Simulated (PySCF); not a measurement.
Calculation: PySCF 2.14.0 with PBE-D3(BJ)/def2-TZVP // B3LYP-D3(BJ)/def2-TZVP. Isolated molecules, 0 K electronic values unless said otherwise. 

Reference species (SMILES): `CC=[SiH2]` (neutral, multiplicity 1).

| Property | Result |
|---|---|
| HOMO | -5.24 eV |
| LUMO | -1.86 eV |

Changed species: `C=C[SiH3]`.

Q: Give the shifts of the HOMO and LUMO.

A: the HOMO falls by 1.64 eV, to -6.88 eV; the LUMO increases by 0.36 eV, to -1.50 eV.
